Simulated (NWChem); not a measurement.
Species: SbH₂, doublet; SMILES [SbH2]

Computed with NWChem. Spin-unrestricted. In the optimisation the excess spin sits in b1 (C2v, its own frame). No stability test was run on the SCF state. def2 effective core potentials on Sb; no spin-orbit coupling. Each level has its own optimisation.

```json
[
 {"level": "UHF/3-21G (all-electron, non-relativistic)", "r H–Sb (Å)": "1.732"},
 {"level": "CAM-B3LYP/def2-SVP (core potentials)", "r H–Sb (Å)": "1.715"},
 {"level": "BP86/def2-TZVP (core potentials)", "r H–Sb (Å)": "1.729"},
 {"level": "PBE/def2-SVP (core potentials)", "r H–Sb (Å)": "1.739"},
 {"level": "PBE0/def2-SVP (core potentials)", "r H–Sb (Å)": "1.719"}
]
```
